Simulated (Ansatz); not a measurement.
C4H4BN, SMILES C#CB(N)C#C.

The structure is a stationary point at r2SCAN-D4/def2-SVP. This is a generated structure with no PubChem entry under its InChIKey; it may be hypothetical. Other conformers were not sampled.

Two levels are set side by side: PBE/def2-TZVPD (Ansatz, an electronic-structure program) and CAM-B3LYP/def2-TZVPD (Ansatz). Energy differences of separate SCF runs at the same geometry; the states with an electron removed or added have multiplicity 2 and 2. Differences are taken from unrounded values.

| quantity | CAM-B3LYP | PBE | PBE minus CAM-B3LYP |
|---|---|---|---|
| vertical ionisation energy (eV) | 10.03 | 9.39 | -0.64 |
| vertical singlet–triplet gap (eV) | 4.52 | 4.07 | -0.44 |
